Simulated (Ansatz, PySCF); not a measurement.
H4GeO4 (SMILES [OH][Ge]([OH])([OH])[OH]), singlet, at a GFN2-xTB geometry, with bond 9-5 at 2.4 times its length. Base run: CASSCF(4,6)/STO-3G (PySCF).

The PySCF input:
```python
from pyscf import gto, scf, mcscf
import numpy

mol = gto.Mole()
mol.atom = '''
    O     0.45392392    1.38847282   -0.91076508
    Ge    0.00000000    0.00000000    0.00000000
    O    -1.15045194    0.32069653    1.23976239
    O    -0.72572785   -1.11330515   -1.09419717
    O     1.42225587   -0.59586420    0.76519986
    H    -0.16786117    1.66806763   -1.57974223
    H    -0.80249953    0.71304369    2.03808138
    H    -1.24777282   -1.80694009   -0.69587570
    H     3.33236221   -0.54380107   -0.50119208
'''
mol.basis = 'sto-3g'
mol.verbose = 3
mol.build()

mf = scf.RHF(mol)
mf.kernel()
mc = mcscf.CASSCF(mf, 6, 4)
mc.fix_spin_(ss=0.0)
mc.kernel()
occ = numpy.linalg.eigvalsh(mc.fcisolver.make_rdm1(mc.ci, mc.ncas, mc.nelecas))[::-1]
ss = mc.fcisolver.spin_square(mc.ci, mc.ncas, mc.nelecas)[0]
print('natural occupations', occ.round(4), ' <S^2>', round(ss, 4))
```

Programs used: Ansatz (a quantum-chemistry and plane-wave program), PySCF; a row that names a program was run with it.

The base run was repeated with changes; each row names its change, and settings that it needs were set with it.

```
change                                            ΔE vs base (mEh)                 natural occupations  <S^2> of the state
------------------------------------------------  ----------------  ----------------------------------  ------------------
base                                                         0.000       1.97 1.27 0.73 0.02 0.00 0.00                0.00
fix_spin_ = off                                              0.000       1.97 1.27 0.73 0.02 0.00 0.00                0.00
correction = SC-NEVPT2                                      -129.8       1.97 1.27 0.73 0.02 0.00 0.00                0.00
code = ansatz                                                0.017                                   -                   -
start = MP2 natural orbitals                                 0.000       1.97 1.27 0.73 0.02 0.00 0.00                0.00
active space = 4 electrons, 4 orbitals                       1.784                 1.98 1.27 0.73 0.02                0.00
state_average = 2 states                                    16.248                                   -                   -
orbitals = fixed (CASCI); correction = SC-NEVPT2            -126.9       2.00 1.28 0.72 0.00 0.00 0.00                0.00
orbitals = fixed (CASCI)                                    31.729       2.00 1.28 0.72 0.00 0.00 0.00                0.00
active space = 8 electrons, 7 orbitals                      -9.988  2.00 1.98 1.98 1.25 0.75 0.02 0.01                0.00
solver = newton                                              4.334       1.98 1.25 0.75 0.02 0.00 0.00                0.00
```

Active orbitals are taken around the Fermi level unless the row says otherwise; CASSCF can end in different local minima, and two programs can end on different orbitals. State-averaged rows give the lowest state.
